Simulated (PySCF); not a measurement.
## Relaxation of doublet IO₂

These are results of UPBE0/[I def2-TZVP with ECP28, O def2-TZVP], scalar-relativistic core potentials, density fitting, no spin–orbit coupling, PySCF, not measurements. A (50,194) grid was used.

A hand-made bent start, of C2v symmetry, held to at least that symmetry:

```xyz
3
charge 0 multiplicity 2, angstrom
I     0.0000    0.0000   -0.2148
O     1.5236    0.0000    0.8521
O    -1.5236    0.0000    0.8521
```

Problem. What forces act on the atoms at the start (eV/Å)?

Solution. 
```
atom     Fx    Fy     Fz
  I1   0.00  0.00   2.49
  O2  -1.75  0.00  -1.25
  O3   1.75  0.00  -1.25
```

Problem. What does it relax to?

Solution. It ends at C2v with I–O 1.790 Å (×2); O–I–O 109.8° (after a last refinement on a finer grid). A frequency run shows a minimum. Other isomers or separated fragments may lie lower.

Problem. How much energy is released, and in how many steps?

Solution. 15.5 kJ/mol in 3 steps.

Spin–orbit coupling, left out here, can matter for elements this heavy.

The relaxation took 6.9 s on 4 threads of a shared Arm Neoverse V1 host, with 112 basis functions and 4 gradients; the process peaked at 0.53 GiB.
